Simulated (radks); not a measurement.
The numbers below are computed, except where a source is named.
Excited configurations of Nb2+: one electron is placed in a higher orbital outside [Kr] 4d2. The ground configuration is [Kr] 4d3. Code: a radial shooting solver on a logarithmic mesh with Libxc functionals. Model: scalar-relativistic Kohn-Sham, r2SCAN, spin-unpolarised, spherical densities, finite nucleus; meta-GGA in the generalised Kohn-Sham scheme; Fermi nuclear charge, rms radius 4.324 fm. Excitation = E - E(ground); binding = E(ion) - E, where the ion is the core of charge +3; n* = 3/sqrt(2 binding) in atomic units, and the quantum defect is n - n*.

| outer orbital | excitation (eV) | binding (eV) | n* | quantum defect | eigenvalue (eV) | <r> (bohr) |
|---|---|---|---|---|---|---|
| 4f | 16.546 | 7.853 | 3.949 | 0.051 | -6.129 | 5.503 |
| 5p | 8.064 | 16.336 | 2.738 | 2.262 | -13.638 | 3.568 |
| 5d | 14.113 | 10.286 | 3.450 | 1.550 | -8.445 | 5.076 |
| 5f | 19.159 | 5.241 | 4.834 | 0.166 | -4.281 | 9.560 |
| 6s | 13.859 | 10.540 | 3.409 | 2.591 | -9.042 | 5.946 |
| 6p | 15.723 | 8.676 | 3.757 | 2.243 | -7.422 | 6.878 |
| 6d | 18.225 | 6.175 | 4.453 | 1.547 | -5.198 | 9.080 |
| 6f | 20.711 | 3.688 | 5.762 | 0.238 | -3.090 | 14.66 |
| 7s | 18.065 | 6.334 | 4.397 | 2.603 | -5.489 | 9.836 |
| 7p | 18.961 | 5.438 | 4.745 | 2.255 | -4.698 | 11.13 |
| 7d | 20.259 | 4.140 | 5.438 | 1.562 | -3.533 | 14.04 |

The Delta-SCF ionisation energy is 24.399 eV (NIST Atomic Spectra Database: 25.040 eV, semi-empirical). Self-interaction in the functional shifts the binding energies and quantum defects, so they are the method's values and not measured ones. Spin polarisation and multiplet splitting are left out, so open shells lie too high by an amount that depends on their filling.

Beside tabulated values, note that spin-unpolarised runs miss the spin-polarisation part of the exchange energy of open shells.
